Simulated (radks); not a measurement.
Results of a calculation; reference values are marked as such.
Ionisation of neutral helium, [He], to He+, 1s1, under several functionals. Non-relativistic Kohn-Sham, spin-unpolarised, spherical densities, point nucleus; a radial shooting solver on a logarithmic mesh with Libxc functionals.

functional                                        E(He) (hartree)  Exc (hartree)  IE (eV)  -e(HOMO) (eV)  <r> HOMO (bohr)  IE error (eV)
XLYP                                                     -2.91399       -1.06989   27.253         15.998           0.9455         +2.666
PBE                                                      -2.89293       -1.04616   26.963         15.763           0.9459         +2.376
exchange-only LDA                                        -2.72364       -0.85278   24.951         14.067           0.9720         +0.364
PW91                                                     -2.90000       -1.05446   27.081         15.871           0.9450         +2.493
TASK exchange with Perdew-Wang LDA correlation           -2.97945       -1.14800   28.647         17.487           0.9269         +4.060
LDA (Slater exchange, Perdew-Wang correlation)           -2.83446       -0.97282   26.487         15.517           0.9594         +1.900
exchange-only B88                                        -2.86338       -1.01605   26.337         15.078           0.9482         +1.749
B86b exchange with PBE correlation                       -2.90282       -1.05792   27.067         15.843           0.9438         +2.480
LDA (Slater exchange, Perdew-Zunger correlation)         -2.83429       -0.97244   26.484         15.516           0.9596         +1.897
exchange-only r2SCAN                                     -2.86716       -1.02532   27.084         16.000           0.9382         +2.496

NIST Atomic Spectra Database: 24.587 eV (measured). Closest: exchange-only LDA. The Delta-SCF values span 3.70 eV, the total energies 0.26 hartree. The highest occupied level is 1s. Spin polarisation and multiplet splitting are left out, so open shells lie too high by an amount that depends on their filling.

Beside tabulated values, note that spin-unpolarised runs miss the spin-polarisation part of the exchange energy of open shells.
